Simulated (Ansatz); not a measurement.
Species: AgCl, charge 1, multiplicity 2. The spin state was set by rule; other spins were not relaxed. 
Geometry from a B3LYP-D3(BJ)/def2-TZVP (Ansatz, a program for electronic structure) optimisation:
```xyz
2

Ag     0.0000     0.0000    -0.6522
Cl     0.0000     0.0000     1.8031
```
Charge +1, spin multiplicity 2.

Parts of the frozen-core correlation energy in def2-SVP (Ansatz, hartree). Frozen orbitals: 9; correlated occupied orbitals by spin: 9 and 8; virtual: 31 and 32. UHF or UKS for open shells. Spin-orbit coupling is left out. Past Kr the def2 sets carry scalar-relativistic core potentials.

| term | value |
|---|---|
| reference (HF) | -605.17880 |
| MP2 opposite-spin | -0.21758 |
| MP2 same-spin | … |
| CCSD correlation | … |
| (T) | … |
| T1 diagnostic | 0.011 |
| largest doubles amplitude | 0.039 |
| <S^2> of the reference | 0.756 |

Question: Fill in the missing entries.

Answer: 
- MP2 same-spin, value: -0.11198
- CCSD correlation, value: -0.33911
- (T), value: -0.00634
